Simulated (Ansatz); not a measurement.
Isolated molecules relaxed with PBE0-D4/def2-TZVP in Ansatz; ΔE leaves out vibrations. CCSD(T)/CBS is the MP2 limit (def2-TZVPP, def2-QZVPP) plus CCSD(T) − MP2 in def2-TZVPP, frozen cores. This one scheme is used for every species. Functionals use def2-TZVPP. B3LYP here is the variant with VWN-RPA as its local correlation; programs differ in this. def2 core potentials past Kr. For Te, Zn outer-core shells are correlated without core-valence functions, which leaves a few kJ/mol of doubt a bond. Scalar relativity is left out up to krypton.

Reaction (formal exchange of groups at a Te–Si bond): `F[SiH2][TeH]` + `[CH3][ZnH]` → `[CH3][Zn][TeH]` + `F[SiH3]`

| level | ΔE (kJ/mol) | difference from CCSD(T)/CBS |
| --- | --- | --- |
| PBE-D4 | -55.0 | 17.8 |
| revPBE-D4 | -52.7 | 20.1 |
| r2SCAN-D4 | -61.2 | 11.6 |
| B97M-V | -51.2 | 21.6 |
| PBE0-D4 | -62.2 | 10.6 |
| B3LYP-D4 | -64.7 | 8.1 |
| BHLYP-D4 | -72.9 | -0.1 |
| r2SCAN | -61.6 | 11.2 |
| r2SCANh | -63.9 | 8.9 |
| MP2/CBS(def2) | -74.7 | -1.9 |
| CCSD(T)/CBS | -72.8 | 0 |

Largest T1 diagnostic among the species: 0.014.

The D4 term adds +4.3 kJ/mol with B3LYP and +2.1 kJ/mol with PBE0; it sums over pairs of atoms, weighted by their polarisabilities, and B3LYP, whose exchange is more repulsive, gets the larger term. From r2SCAN to r2SCAN0 (25 % exact exchange), in def2-TZVPP and without D4, ΔE moves by −5.8 kJ/mol. At CCSD(T), def2-SVP lies −9.8 kJ/mol from the extrapolated value and def2-TZVPP +5.7 kJ/mol.
